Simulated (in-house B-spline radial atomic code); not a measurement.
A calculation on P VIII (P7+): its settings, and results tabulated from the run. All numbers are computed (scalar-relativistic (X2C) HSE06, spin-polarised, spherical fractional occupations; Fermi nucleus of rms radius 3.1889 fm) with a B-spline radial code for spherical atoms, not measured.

Command:
```bash
python run_scf.py task.json out
```
Settings (nuclear radius in fm, mass in u):
```
Z                15
configuration    [He] 2s2 2p4
hamiltonian      x2c
method           hse06
spin_polarised   True
nucleus          fermi
rms_radius       3.1889
atomic_mass      30.97376
speed_of_light   137.035999084
```

Output (hartree, bohr):
```
 radial grid: 63 intervals, B-splines of order 8, outer radius 5.1948 bohr

 iter        energy (Eh)    residual
    1        -312.716685    7.32e-01
    2        -317.287094    1.82e-01
    3        -317.475875    7.34e-02
    4        -317.506741    2.96e-02
    5        -317.512207    5.67e-03
    6        -317.512481    6.58e-05
    7        -317.512481    4.07e-06
    8        -317.512481    3.34e-08

 total energy                      -317.51248
 kinetic                             318.8873
 electron-nucleus                   -705.4773
 Hartree                              87.3709
 exact exchange                       -4.3002
 exchange-correlation                -13.9932

 orbital      occ     eigenvalue          <r>       <r^2>       <1/r>     <1/r^2>       r_max
 1s up      1.000       -84.8377     0.103266   0.0143626     14.7304     448.388     0.06744
 1s down    1.000       -84.6512     0.103051   0.0142933     14.7521     449.458     0.06738
 2s up      1.000       -12.8080     0.485749    0.278362     3.03413     39.2244      0.4033
 2s down    1.000       -12.3944     0.491167    0.284874     2.99146     38.0426      0.4059
 2p up      3.000       -11.0900     0.438823    0.236618     2.93121     11.8663      0.3348
 2p down    1.000       -10.4559      0.44752    0.246914     2.88629     11.5605      0.3391
```

Cost of the run: 0.2 s on 1 thread of Intel(R) Xeon(R) 6975P-C, with other jobs on the host.

Caution: exact exchange at fractional occupations of open shells leaves self-interaction of up to several eV.
